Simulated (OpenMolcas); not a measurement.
A run on V I.

```json
{"Program": "OpenMolcas 26.06", "Method": "MS-CASPT2, IPEA 0.4 Eh, no level shift (closed shells correlated: 3s 3p)", "Basis": "ANO-RCC-VTZP [6s5p3d2f1g]", "Scalar Hamiltonian": "X2C, point nucleus", "Active space": "5 electrons in 6 orbitals (3d 4s)", "State averaging": "2S+1 = 6 even, 5 roots; 2S+1 = 4 even, 33 roots kept (CI in the orbitals of an earlier block); 2S+1 = 2 even, 9 roots kept (CI in the orbitals of an earlier block, 0 in the spin-orbit step)", "Spin-orbit coupling": "RASSI with atomic mean-field integrals over the reference wave functions, term energies averaged over their components"}
```

First CASPT2 step and the start of its output:

```
&CASPT2
Multistate=5 1 2 3 4 5
Frozen=2 3
IPEA=0.4
MaxIter=60
WThr=0.0 0.3 0.05
PrWF=0.5
NoMix
```

```
--- CASPT2 ---
Orbital specifications:
      -----------------------

      Symmetry species                           1   2
                                                ag  au
      Frozen orbitals                            2   3
      Inactive orbitals                          1   3
      Active orbitals                            6   0
      Secondary orbitals                        21  23
      Deleted orbitals                           0   0
      Number of basis functions                 30  29
Type of calculation                        MS-CASPT2
      Fock operator                              state-specific
      IPEA shift                                 0.40
      Real shift                                 0.00
      Imaginary shift                            0.00
      The input orbitals will be transformed to quasi-canonical
Reference energy:        -948.1251668995
      E2 (Non-variational):      -0.4064284405
      E2 (Variational):          -0.4064283816
      Total energy:            -948.5315952811
      Residual norm:              0.0000008349
      Reference weight:           0.91214
      Contributions to the CASPT2 correlation energy
      Active & Virtual Only:         -0.0686458773
      One Inactive Excited:          -0.1836809287
      Two Inactive Excited:          -0.1541016345
Reference energy:        -948.1251668995
      E2 (Non-variational):      -0.4064341414
      E2 (Variational):          -0.4064340823
      Total energy:            -948.5316009818
      Residual norm:              0.0000008406
      Reference weight:           0.91213
      Contributions to the CASPT2 correlation energy
      Active & Virtual Only:         -0.0686461204
      One Inactive Excited:          -0.1836850619
...
```

Over all roots the printed reference weights run from 0.15 to 0.91, and roots that are degenerate in the reference spread by up to 4500 cm-1.

Problem. Did the run give usable levels, and if not, why?

Solution. No. The equations converged, but the reference weight falls to 0.15 for at least one root against 0.91 for the best. A drop of that size marks an intruder state, so the energies of such roots and the levels built on them can't be trusted.
